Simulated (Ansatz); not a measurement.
Two isomers of CH7BO2Si: A = `C[SiH2]B(O)O`, B = `BOCO[SiH3]`.

Isolated molecules relaxed with PBE0-D4/def2-TZVP in Ansatz; ΔE leaves out vibrations. CCSD(T)/CBS is the MP2 limit (def2-TZVPP, def2-QZVPP) plus CCSD(T) − MP2 in def2-TZVPP, frozen cores. DFT in def2-TZVPP. B3LYP here is the variant with VWN-RPA as its local correlation; programs differ in this. One conformer a species, not always the lowest.

(1) Which is lower in electronic energy at CCSD(T)/CBS, and by how much? (An estimate is asked.)

(2) Give E(B) − E(A) in kcal/mol with ωB97M-V, B3LYP, PBE0-D4, B2PLYP, CCSD/def2-TZVPP, CCSD(T)/def2-TZVPP, B3LYP-D4. (Best estimate.)

Largest T1 diagnostic: 0.013.

## Answers

(1) Ansatz gave: A, by 40.0 kcal/mol.

(2) Computed: ωB97M-V 39.4, B3LYP 37.8, PBE0-D4 43.0, B2PLYP 38.0, CCSD/def2-TZVPP 38.3, CCSD(T)/def2-TZVPP 39.1, B3LYP-D4 37.8. None reverses the order clearly.

From PBE to PBE0 (25 % exact exchange), in def2-TZVPP and without D4, E(B) − E(A) moves by −0.9 kcal/mol. In def2-TZVPP, CCSD(T) changes the Hartree–Fock value by +8.8 kcal/mol (the triples alone add +0.8 kcal/mol) and MP2 by +9.7 kcal/mol.
